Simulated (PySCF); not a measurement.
How methods differ on the excitation energy of Kr

Kr [Kr] (1S) → Kr [Ar] 3d10 4s1 4p6 4d1 (3D), as a difference of total energies. Calculation: PySCF 2.14, in aug-cc-pV5Z-PP with ECP10MDF (8s7p6d4f3g2h, 136 functions); a scalar-relativistic core potential. Correlated levels: valence: 3s2 3p6 3d10 frozen. The calculations carry no spin-orbit coupling.

```
           method  excitation energy (eV)
              UHF                  30.244
              LDA                  27.152
              PBE                  26.854
             PBE0                  27.883
           r2SCAN                  27.896
        BHandHLYP                  28.870
            B97-3                  28.001
            B3LYP                  27.702
    MP2 (valence)                  28.142
SCS-MP2 (valence)                  27.813
```

Q: How much does correlation contribute at MP2 (valence)?

A: 28.142 − (30.244) = -2.102 eV, measured against UHF.

The upper state lies above the first ionisation limit, where it may autoionise and the basis confines it.

The promoted electron is Rydberg-like, and one or two diffuse shells describe it only roughly, which tends to raise the upper state.

In the upper state the promoted electron has a positive orbital energy at LDA, PBE, PBE0, r2SCAN, B97-3, B3LYP, so the basis confines it.
